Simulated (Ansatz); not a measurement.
Cost and result up the ladder for the cluster Sr₃O₃ (6 atoms). Total charge 0; singlet. Geometry: PBE0-D4/def2-SVP.

```xyz
6

Sr   -0.930    0.965    1.077
Sr   -0.158    1.656   -2.845
Sr    1.006   -1.339   -0.378
O     0.576   -0.647    1.794
O    -0.638   -1.325    1.253
O     0.144    0.692   -0.902
```

Ansatz on 4 threads of Arm Neoverse V2 on a shared host. Times are rough, and most runs start from the orbitals of an earlier one. No level here is sound enough to serve as a yardstick. Binding counts from free atoms at the same level (Sr singlet, O triplet; other spins of the atoms weren't run), without zero-point energy or a counterpoise term.

In the def2 sets Sr takes a core potential; there is no spin–orbit coupling. Correlated methods freeze 3 core orbitals; core or outer-core shells of Sr are correlated, in sets that lack core-valence functions. The rows differ in basis, and correlated rows in double-zeta sets carry the largest basis error. The structure holds 1 bond(s) between oxygen atoms. Another isomer (singlet) lies 2.07 eV lower at PBE0-D4/def2-TZVP; other spin states weren't run for this one.

Correlated methods converge slowly with the basis, most of all in double-zeta sets.

| level | functions | binding energy per atom (eV) | remarks |
| --- | --- | --- | --- |
| BLYP-D4/def2-TZVP | 192 | 3.24 | restricted SCF unstable in HF |
| PBE0-D4/def2-TZVP | 192 | 3.13 | restricted SCF unstable in HF |
| B97M-V/def2-TZVP | 192 | 3.18 | restricted SCF unstable in HF |
| r2SCAN-D4/def2-TZVP | 192 | 3.35 | restricted SCF unstable in HF |
| PBE-D4/def2-TZVP (with forces) | 192 | 3.40 | restricted SCF unstable in HF |
| CCSD(T)/def2-SVP | 111 | 2.85 | large T1 (0.021), restricted SCF unstable |

Q: Estimate how long each takes.

A: PBE-D4/def2-TZVP (with forces) 2.6 s; BLYP-D4/def2-TZVP 2.6 s; PBE0-D4/def2-TZVP 4.2 s; r2SCAN-D4/def2-TZVP 4.7 s; B97M-V/def2-TZVP 11 s; CCSD(T)/def2-SVP 23 s. On shared hardware such times vary by a factor of up to 3.
